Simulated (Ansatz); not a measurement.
Basis-set extrapolation for `BCC(O)=S` (PBE0-D4/def2-TZVP geometry, frozen core, Ansatz). Multiplicity 1, RHF reference.

```json
{"": "HF", "def2-TZVPP": "-575.772763", "def2-QZVPP": "-575.792342"}
{"": "MP2 correlation", "def2-TZVPP": "-0.836864", "def2-QZVPP": "-0.898702"}
{"": "CCSD(T) correlation", "def2-TZVPP": "-0.916507", "def2-QZVPP": "not run"}
```

Energies in hartree. Use E(X) = E(∞) + A·exp(−7.88·√X) for Hartree–Fock and E(X) = E(∞) + B·X^(−2.97) for correlation, with X = 3 and 4, and add CCSD(T) minus MP2 of the smaller set to the MP2 limit.

Task: What is the CCSD(T) energy at the basis-set limit?

Result: HF limit: -575.792342 + (-0.019579) × 0.13774 = -575.79504. MP2 limit: -0.898702 + (-0.061838) × 0.74074 = -0.94451. Higher-order term: -0.916507 − (-0.836864) = -0.07964. Total: -576.81919 hartree, 341.1 kJ/mol below CCSD(T)/def2-TZVPP.
